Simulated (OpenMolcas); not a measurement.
Co³⁺.

```json
{
  "Program": "OpenMolcas",
  "Basis": "ANO-RCC-VDZP [5s4p2d1f]",
  "Scalar Hamiltonian": "DKH2, point nucleus",
  "Active space": "6 electrons in 9 orbitals (RAS2 3d 4s; RAS3 4p, at most 2 electrons)",
  "State averaging": "2S+1 = 5 even, 30 roots (23 in the spin-orbit step); 2S+1 = 7 even, 1 root kept (CI in the orbitals of an earlier block); 2S+1 = 3 even, 75 roots kept (CI in the orbitals of an earlier block); 2S+1 = 1 even, 63 roots kept (CI in the orbitals of an earlier block); 2S+1 = 5 odd, 3 roots; 2S+1 = 7 odd, 3 roots kept (CI in the orbitals of an earlier block)",
  "Spin-orbit coupling": "state interaction with AMFI integrals over the reference wave functions, term energies averaged over their components"
}
```

Two sets of levels on these reference wave functions, in cm⁻¹ above 3d⁶ ⁵D₄: one from RASSCF and one from MS-RASPT2, IPEA 0.25 Eh, imaginary shift 0.1 Eh (closed shells correlated: 3s 3p).

```
     Level  Set 1  Set 2
   3d⁶ ⁵D₄    0.0    0.0
   3d⁶ ⁵D₃    706    711
   3d⁶ ⁵D₂   1199   1197
   3d⁶ ⁵D₁   1516   1506
   3d⁶ ⁵D₀   1671   1658
   3d⁶ ³H₆  27520  24670
   3d⁶ ³H₅  27870  25000
   3d⁶ ³H₄  28130  25150
3d⁶ ³P₂(1)  29610  22420
3d⁶ ³F₄(1)  31230  25830
3d⁶ ³F₃(1)  31630  26130
3d⁶ ³P₁(1)  31690  24520
3d⁶ ³F₂(1)  31930  26380
3d⁶ ³P₀(1)  32520  25340
   3d⁶ ³G₅  34650  30110
   3d⁶ ³G₄  35320  30720
```

Q: Which set is which?

A: Set 2 is MS-RASPT2. Its levels of the other terms of 3d⁶ lie at 0.76 to 0.90 of the other set's values, as expected, since terms of lower spin or lower L gain more correlation energy than the Hund ground term. Against 14 measured levels (Sugar and Corliss, J. Phys. Chem. Ref. Data 10, 1097 (1981)) the mean absolute deviation is 530 cm-1 with it and 4400 cm-1 without; single levels miss by up to 1100 cm-1 with it.

Term energies are means over components that CASPT2 splits; among the terms shown or strongly mixed into the levels shown the widest spread is 100 cm-1 (3d⁶ ³G, MS-RASPT2). Over all roots computed the reference weight is 0.90 to 0.97 in MS-RASPT2; the roots of lowest weight are the least certain, and an intruder state may touch them. Some high roots are left out of the spin-orbit mixing, which shifts the levels that they would mix with. Terms from blocks run as CI alone lack orbitals of their own. The basis is small and was not contracted for so high a charge. Without dynamic correlation excited terms often stand tens of per cent too high (terms of higher spin than the ground term too low), and those without a measured partner can miss by more than the paired ones (holds for RASSCF). Blocks of more than 70 roots (2S+1 = 3 even) ran without multistate coupling (holds for MS-RASPT2). Some levels mix across a computed gap that differs much from the measured one, so their mixing is not that of the real levels (holds for MS-RASPT2). Measured partners are found by configuration, term and J. A level has none where our copy of the source lacks it or the pairing is in doubt (some pairs that miss far off the trend of their configuration count as doubtful), and it then counts in no deviation. Levels of configurations outside the active space are missing. The table leaves out levels that lie high or whose names do not pair safely across all columns.

A number in round brackets counts repeated terms of one configuration in the order of the reference energies.
